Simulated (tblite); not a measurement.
C4H7OPSSi.
Structure used (GFN2-xTB), in Å, numbered top down from 1:
```xyz
15
C4H7OPSSi angstrom
C      0.3686    1.6852   -1.7532
O     -0.1480    0.5229   -1.1512
C      0.2204    0.2555    0.1161
S      1.2992    1.3109    0.9828
C      1.2773    0.3547    2.4108
P      0.3367   -1.0619    2.4243
C     -0.2383   -0.8489    0.7617
Si    -1.4070   -2.0069   -0.1556
H      0.0674    2.5827   -1.2023
H      1.4622    1.6511   -1.8042
H     -0.0455    1.7154   -2.7590
H      1.8720    0.7161    3.2305
H     -0.7259   -2.5119   -1.3488
H     -1.7370   -3.0977    0.7617
H     -2.6066   -1.2592   -0.5356
```

All values are computed: GFN2-xTB (tblite) harmonic vibrations without scaling, gas phase. The method is semi-empirical: single wavenumbers can be off by several per cent or more. Modes of hydrogen on silicon can be 10 to 20 % off. One conformer, not necessarily the lowest.

Harmonic wavenumbers (cm⁻¹): 71.1, 97.6, 108.1, 109.3, 181.0, 217.8, 242.1, 314.7, 359.5, 398.1, 483.5, 493.6, 531.1, 556.0, 568.8, 655.6, 763.4, 772.3, 776.1, 798.3, 817.0, 950.8, 990.5, 1068.1, 1121.3, 1138.2, 1161.6, 1208.1, 1402.5, 1459.8, 1470.2, 1488.5, 2256.9, 2257.9, 2268.0, 2930.4, 2946.7, 3035.5, 3117.8.

A = 1413, B = 1304, C = 686.3 MHz; mass 161.972 u (most abundant isotopes); point group Cs, symmetry number 1.

**Question.** What is the zero-point energy?

**Answer.** Half the sum of the wavenumbers: 20794 cm⁻¹ = 248.75 kJ/mol.

**Question.** Entropy at 200 K, 1 bar (ideal gas, RRHO, classical rotation)?

**Answer.** Translation 164.00, rotation 120.21, vibration 77.05: S = 361.3 J/(mol K).

**Question.** And Cp and H(200 K) − H(0)?

**Answer.** Cp = 122.77 J/(mol K), of which vibrations give 89.51 (their classical limit is 39 R = 324.3); H(200 K) − H(0) = 15.47 kJ/mol without the zero-point energy, 8.82 from vibrations.

**Question.** Blend soft modes into free rotors: weight 1/[1 + (100 cm⁻¹/ν̃)⁴] for the oscillator and the rest for a rotor with moment μB/(μ + B), μ = h/(8π²ν), B = 10⁻⁴⁴ kg m². What vibrational entropy results?

**Answer.** 74.46 J/(mol K) in place of 77.05, which changes −T·S at 200 K by +0.52 kJ/mol.

**Question.** Which modes carry the vibrational entropy at 200 K?

**Answer.** 71.1 cm⁻¹: 13.98; 97.6 cm⁻¹: 11.42; 108.1 cm⁻¹: 10.61; 109.3 cm⁻¹: 10.52; 181.0 cm⁻¹: 6.68; 217.8 cm⁻¹: 5.38 J/(mol K); the other 33 give 18.45 together.

**Question.** How do the functions run with temperature in this model?

**Answer.** 
| T (K) | S (J/(mol K)) | Cp (J/(mol K)) | H − H(0) (kJ/mol) | G − H(0) (kJ/mol) | ln q(vib) |
| --- | --- | --- | --- | --- | --- |
| 100 | 292.9 | 79.1 | 5.36 | -23.93 | 1.37 |
| 300 | 418.7 | 162.1 | 29.77 | -95.84 | 6.62 |
| 500 | 516.1 | 220.0 | 68.42 | -189.65 | 11.77 |
| 800 | 631.6 | 270.2 | 142.70 | -362.58 | 18.78 |
| 1000 | 694.2 | 290.8 | 198.92 | -495.32 | 22.95 |

q(vib) and H(0) count from the zero-point level.

**Question.** What must be added to the electronic energy to get the Gibbs energy at 200 K and 1 bar?

**Answer.** ZPE + [H(200 K) − H(0)] − T·S = 248.75 + 15.47 − 72.25 = 191.97 kJ/mol.

Hindered rotation and anharmonicity are outside this model. Other conformers, if any are populated, would add a mixing term that is left out.
